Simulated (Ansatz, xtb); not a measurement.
## FH4InOSi: which of two structures lies lower

We compare I, `F[SiH2][O][InH2]`, a singlet, with II, a singlet given by its coordinates. Both are isolated molecules in the gas phase, relaxed with B3LYP-D3(BJ)/def2-SVP; the shapes shown needn't be the lowest conformers.

I (Å):

```xyz
8

F    -1.8126   -0.6750    0.6996
In    1.5276   -0.3228    2.3460
O     0.4720    0.6886    0.9377
Si   -0.9605    0.6152    0.1658
H    -0.7778    0.4211   -1.2979
H    -1.7919    1.8151    0.4523
H     0.7200   -1.7067    2.9604
H     3.0244    0.4812    2.5874
```

II (Å):

```xyz
8

F     1.2303   -1.2436   -1.3123
In   -1.0118    0.1647   -1.4936
O    -0.4027   -0.3585    0.4356
Si    0.9736   -1.2085    0.3529
H     2.1731   -0.5513    0.9337
H     0.8805   -2.6292    0.7782
H    -2.1122   -0.9921   -2.1262
H    -0.4249    1.7203   -1.9234
```

Close contacts (Å): F1–Si4 1.69, In2–O3 2.09, In2–Si4 3.04, O3–Si4 1.62, In2–H7 1.72, In2–H8 1.72, Si4–H5 1.49, Si4–H6 1.49.

Problem. Which of the two would you expect CCSD(T)/def2-SVP + ΔMP2/def2-TZVPP electronic energies to favour?

Solution. Not settled: CCSD(T)/def2-SVP + ΔMP2/def2-TZVPP gives E(II) − E(I) = +1.70 kcal/mol, but this leans on the basis-set step: CCSD(T) alone gives −0.25 kcal/mol.

The same difference at several levels:

```csv
level,geometry,E(II) − E(I) (kcal/mol),departure from the last row (kcal/mol),"job, with rough time for the two"
B3LYP-D3(BJ)/def2-SVP,B3LYP-D3(BJ)/def2-SVP,+0.20,−1.49,"optimisation, 73 s"
HF/def2-SVP,B3LYP-D3(BJ)/def2-SVP,+2.00,+0.31,part of the CCSD(T) run
MP2/def2-SVP,B3LYP-D3(BJ)/def2-SVP,−0.34,−2.04,part of the CCSD(T) run
CCSD(T)/def2-SVP,B3LYP-D3(BJ)/def2-SVP,−0.25,−1.95,single point
CCSD(T)/def2-SVP + ΔMP2/def2-TZVPP,B3LYP-D3(BJ)/def2-SVP,+1.70,,"single point, 44 s"
```

B3LYP-D3(BJ)/def2-SVP, MP2/def2-SVP, CCSD(T)/def2-SVP find them nearly level. The largest departure from CCSD(T)/def2-SVP + ΔMP2/def2-TZVPP is that of MP2/def2-SVP, 2.04 kcal/mol. Levels run at GFN2-xTB geometries aren't shown. The last row adds to CCSD(T) the change of the MP2 difference between the two basis sets, here +1.95 kcal/mol.

With harmonic frequencies from B3LYP-D3(BJ)/def2-SVP (ideal gas, rigid rotor, one conformer each, 298.15 K, 1 atm): on the last row, ΔE + ΔZPE = +1.78 kcal/mol. A mode under 50 cm⁻¹ makes harmonic enthalpies and free energies unreliable, so none is given.

The correlated steps freeze 11 core orbitals; the filled d shell of In is correlated, in a basis made for valence electrons. Atoms past krypton carry core potentials in the def2 sets and no spin–orbit term is included. Codes used: Ansatz 0.2.0; the last row on 1 thread of Intel(R) Xeon(R) Platinum 8259CL CPU @ 2.50GHz (Skylake/Cascade Lake) on a shared host.
